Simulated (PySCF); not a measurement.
PySCF job for Si(H)(SeH)3 (H4Se3Si), SMILES [SeH][SiH]([SeH])[SeH], B3LYP/pcSseg-1. Geometry: B3LYP-D3(BJ)/def2-SVP. Other conformers were not sampled.

```python
import numpy as np
from pyscf import gto, scf, dft
from pyscf.prop.nmr import rks as nmr

mol = gto.M(
    atom='''
    Si    0.03407208    0.62967643   -0.15747770
    Se   -0.63765892   -0.55096518   -2.00965814
    Se   -1.39161120    0.55252565    1.63647397
    Se    2.02719414   -0.29858314    0.49754974
    H     0.12692934    2.08025600   -0.47306502
    H    -1.71693962    0.40694570   -2.33103356
    H    -1.40672398   -0.92343681    1.64990567
    H     2.59030889   -0.28046397   -0.86954884
    ''',
    basis='pcSseg-1',
    charge=0,
    spin=0,
    max_memory=1600,
    verbose=3,
)
mf = dft.RKS(mol, xc='b3lyp').density_fit(auxbasis='def2-universal-jkfit')
mf.grids.level = 3
mf.conv_tol = 1e-10
mf.max_cycle = 100
mf.kernel()
n = nmr.NMR(mf)
n.verbose = 2
n.max_cycle_cphf = 60
sigma = n.kernel()
print('atom   isotropic/ppm   span/ppm')
for i, s in enumerate(sigma):
    w = np.linalg.eigvalsh((s + s.T) / 2)
    print(f'{mol.atom_symbol(i):2s}{i + 1:3d} {w.mean():14.3f} {w[2] - w[0]:11.3f}')
```

Program output:

```
converged SCF energy = -7496.01085932341
atom   isotropic/ppm   span/ppm
Si  1        294.006     168.662
Se  2       1868.081     743.052
Se  3       1882.403     566.946
Se  4       1956.320     679.266
H   5         24.883       8.860
H   6         29.913      23.361
H   7         30.298      20.725
H   8         29.936      24.128
```

The calculation finished and met its thresholds.
